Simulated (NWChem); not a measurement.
Molecule: InH2O2I; SMILES [OH][In]([OH])[I]

```xyz
6

In    -0.0049    -1.0116     0.0000
I     -0.0048     1.6390     0.0000
O     -1.7200    -2.0102     0.0000
H     -1.5583    -2.9623     0.0000
O      1.6692    -2.0899     0.0000
H      2.4611    -1.5388     0.0000
```
Atoms are numbered in this order, from 1.

All runs: NWChem. Medium grid unless said otherwise, to which SCAN and Minnesota functionals are sensitive. Geometry: optimised at PBE0/def2-SVP. def2 effective core potentials on In, I; no spin-orbit coupling. Total energies of different functionals are on different scales.

```tsv
level	energy (Ha)	highest occupied level (eV)	orbital gap (eV)	dipole (D)
B3LYP/def2-SVP	-639.5950	-7.55	5.03	1.40
PBE/def2-SVP	-639.2698	-6.63	3.55	1.40
PW91/def2-SVP	-639.5713	-6.67	3.51	1.39
B3PW91/def2-SVP	-639.6179	-7.66	5.18	1.43
r2SCAN/def2-SVP	-639.5511	-6.99	4.06	1.45
LC-wPBE (HJS exchange hole, range parameter 0.4 per bohr)/def2-SVP	-639.4174	-10.50	10.43	1.50
RPBE/def2-SVP	-639.5470	___	___	1.38
M06-2X/def2-SVP	-639.2362	-9.03	7.63	1.48
```

Task: Fill in the missing entries.

Result: 
- RPBE/def2-SVP, highest occupied level (eV): -6.57
- RPBE/def2-SVP, orbital gap (eV): 3.60
